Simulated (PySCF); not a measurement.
Several structures and their simulated spectra, in scrambled order.

A. `F[C@H]1C=C(O[SiH3])COC1`
B. `CCC(=O)C=O`
C. `C(#C)/C(F)=C(/C#C)C#N`

Spectrum 1. 1H NMR (400 MHz, computed): δ 3.86 (s, 1H), 3.58 (s, 1H). 13C{1H} NMR (computed): δ 170.1 (C), 118.0 (C), 107.8 (CH), 105.4 (CH), 94.9 (C), 77.9 (C), 76.3 (C).

Spectrum 2. 1H NMR (400 MHz, computed): δ 5.69 (m, 1H), 5.50 (m, 1H), 5.02 (s, 3H), 4.30 (m, 1H), 4.21 (m, 1H), 4.16 (m, 1H), 3.40 (m, 1H). 13C{1H} NMR (computed): δ 157.4 (C), 112.8 (CH), 87.0 (CH), 70.7 (CH2), 66.8 (CH2).

Spectrum 3. 1H NMR (400 MHz, computed): δ 9.31 (s, 1H), 2.79 (q, J = 7.3 Hz, 2H), 1.15 (t, J = 7.3 Hz, 3H). 13C{1H} NMR (computed): δ 205.8 (C), 197.3 (CH), 34.2 (CH2), 8.1 (CH3).

- spin–spin couplings from B3LYP/pcJ-1 (spin–dipole term left out of most H,H and C,H couplings)
- GFN2-xTB geometry
- σ from GIAO-PBE0/pcSseg-1
- code: PySCF
- isolated molecule, one averaged value for each set of equivalent atoms, no relativistic terms, single conformer

δ = σ(ref) − σ, references computed at the same level: 1H and 13C vs TMS. Multiplet labels drop J under 1 Hz and among equivalent protons, and merge close values. Unscaled 3J(H,H) run several per cent high. Splittings of carbon signals by F and P are missing where no couplings were computed. Where no couplings were computed, multiplicities follow the n + 1 count of equivalent neighbours, and m marks all less simple cases (inequivalent or close neighbours, rings, F or P nearby). Shifts are as computed. Against solution values, carbons near 30 ppm lie about +3 ppm off and those near 130 ppm about +5 ppm. Of 1211 compounds with measured shifts, 218 miss one by over three times the rms of a fit or turn the order of signals round; such compounds aren't used in these exercises.

Problem. Which spectrum belongs to which compound?

Solution. 1–C, 2–A, 3–B.

- Spectrum 1 (C): 7 13C signals; δC 118.0 is a nitrile carbon; δC 77.9 is an alkyne carbon.
- Spectrum 2 (A): 5 13C signals; δC 157.4 is an alkene carbon bearing oxygen; δC 112.8 is a β carbon of an enol-ether or enamine type C=C.
- Spectrum 3 (B): 4 13C signals; δC 205.8 is a ketone carbonyl carbon; δC 197.3 is an aldehyde carbonyl carbon.
